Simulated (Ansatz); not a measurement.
`CC(C)C(C)(C)C(C)C` + `[OH][GaH2]` → `C[O][GaH2]` + `CCC(C)(C)C(C)C`  (substitution at a C–C bond)

Program: Ansatz. Geometries: PBE0-D4/def2-TZVP. ΔE: electronic, gas phase. CCSD(T)/CBS is the MP2 limit (def2-TZVPP, def2-QZVPP) plus CCSD(T) − MP2 in def2-TZVPP, frozen cores. Functionals use def2-TZVPP. For Ga outer-core shells are correlated without core-valence functions, which leaves a few kJ/mol of doubt a bond. Scalar relativity is left out up to krypton. One conformer a species, not always the lowest.

```tsv
level	ΔE (kcal/mol)
r2SCAN0-D4	11.8
MP2/def2-TZVPP	14.5
```

Question: What does CCSD(T)/CBS give? (Best estimate.)

Answer: Ansatz gave: +13.1 kcal/mol. The listed levels differ from it by -1.3, 1.4 kcal/mol.

Largest T1 diagnostic among the species: 0.015.

Leaving LDA and LC-ωPBE aside and taking each functional with its dispersion term where it has one, the values, not all of them listed here, spread over 2.9 kcal/mol, from BLYP-D4 to PBE-QIDH. LDA lies +3.3 kcal/mol from PBE without D4. At CCSD(T), def2-SVP lies −2.7 kcal/mol from the extrapolated value and def2-TZVPP −0.4 kcal/mol.

CCSD(T)/CBS has its own doubt, a few kJ/mol and more with outer-core shells, so smaller differences from it don't rank the levels.
